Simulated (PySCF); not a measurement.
Species: C₉H₁₁F₃.
InChI=1S/C9H11F3/c1-2-7-3-5-8(6-4-7)9(10,11)12/h1,7-8H,3-6H2/t7-,8+

The closed-shell ground state was solved at several levels (PySCF, density fitting, gas phase, non-relativistic). The structure is a single PBE0-D3(BJ)/def2-SVP conformer in the gas phase; no vibrational or solvent corrections.

| level | basis functions | total energy (Eh) | HOMO (eV) | LUMO (eV) | gap (eV) | dipole (D) |
| --- | --- | --- | --- | --- | --- | --- |
| B3LYP/pcSseg-1 | 259 | -649.0171 | -7.58 | 0.48 | 8.06 | 2.40 |
| B3LYP/def2-SVPD | 337 | -648.6276 | -7.63 | 0.10 | 7.73 | 2.61 |
| B3LYP/pcJ-1 | 434 | -649.0919 | -7.58 | 0.49 | 8.07 | 2.43 |

Task: What might PBE0/pcSseg-1 (259 basis functions) give for the same quantities?

Result: Total energy -648.3092 Eh, HOMO -7.83 eV, LUMO 0.75 eV, gap 8.58 eV, dipole 2.42 D.

Task: Over all these levels, which gives the widest orbital gap and which the narrowest?

Result: PBE0/pcSseg-1 (global hybrid, 25 % exact exchange) has the widest, 8.58 eV, and B3LYP/def2-SVPD (global hybrid, 20 % exact exchange) the narrowest, 7.73 eV. Functional and basis both differ between the two, so the spread mixes both effects.

Task: How much does the basis alone move the frontier levels among the 3 B3LYP rows?

Result: The HOMO by 0.05 eV and the LUMO by 0.39 eV. By rising basis size (HOMO, LUMO in eV): pcSseg-1 -7.58, 0.48; def2-SVPD -7.63, 0.10; pcJ-1 -7.58, 0.49.

Task: How far do the dipole and the HOMO energy spread over the levels?

Result: The dipole runs from 2.40 to 2.61 D (mean 2.47 D) and the HOMO from -7.83 to -7.58 eV.
